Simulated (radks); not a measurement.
Valence configurations of neutral nitrogen (all share [He]). All-electron calculation, scalar-relativistic Kohn-Sham, PBE, spin-polarised, spherical densities, point nucleus; open shells are filled with parallel spins first. Program: a radial shooting solver on a logarithmic mesh with Libxc functionals. Energies are relative to 2s2 2p3; eigenvalues in eV for spin up.

valence,E (eV),moment (Bohr magnetons),e(2p),e(2s)
2s2 2p3,0.000,3,-8.299,-19.877
2s1.5 2p3.5,5.566,3,-8.717,-20.361
2s1 2p4,11.101,3,-9.141,-20.849
2s0.5 2p4.5,18.842,2,-8.942,-20.608
2p5,25.791,1,-8.563,-

NIST lists [He] 2s2 2p3 as the ground configuration; this level of theory agrees among the configurations tried. The energies are those of spherical high-spin densities, not of single terms.
